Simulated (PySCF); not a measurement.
# Calculated NMR data

[PySCF 2.14.0 with density-fitted response routines: σ from GIAO-PBE0/pcSseg-1; geometry from GFN2-xTB; equivalent nuclei averaged; in vacuum; non-relativistic Hamiltonian; single conformer]

References, each an isolated molecule treated in the same way: TMS for ¹H (31.72 ppm) and ¹³C (186.93 ppm). Splittings of carbon signals by F and P are missing where no couplings were computed. Where no couplings were computed, multiplicities follow the n + 1 count of equivalent neighbours, and m marks all less simple cases (inequivalent or close neighbours, rings, F or P nearby). Shifts are as computed. Against solution values, carbons near 30 ppm lie about +3 ppm off and those near 130 ppm about +5 ppm. Of 1211 compounds with measured shifts, 218 miss one by over three times the rms of a fit or turn the order of signals round; such compounds aren't used in these exercises. OH and NH positions are gas-phase values without hydrogen bonding to other molecules.

**1.** `[Si@](C#C)(O)(P)O[SiH3]`, C2H7O2PSi2. ¹H NMR (400 MHz, computed): δ 5.10 (s, 3H), 2.43 (br s, 1H), 1.92 (s, 1H), 1.27 (m, 2H). ¹³C{¹H} NMR (computed): δ 98.1 (CH), 91.7 (C).

**2.** SMILES C(=C)=Pc1cccnc1, C7H6NP. ¹H NMR (400 MHz, computed): δ 9.49 (m, 1H), 8.84 (d, 1H), 8.00 (m, 1H), 7.40 (m, 1H), 6.43 (m, 2H). ¹³C{¹H} NMR (computed): δ 267.4 (C), 157.8 (CH), 155.5 (CH), 146.7 (CH), 134.6 (C), 128.4 (CH), 106.3 (CH2).
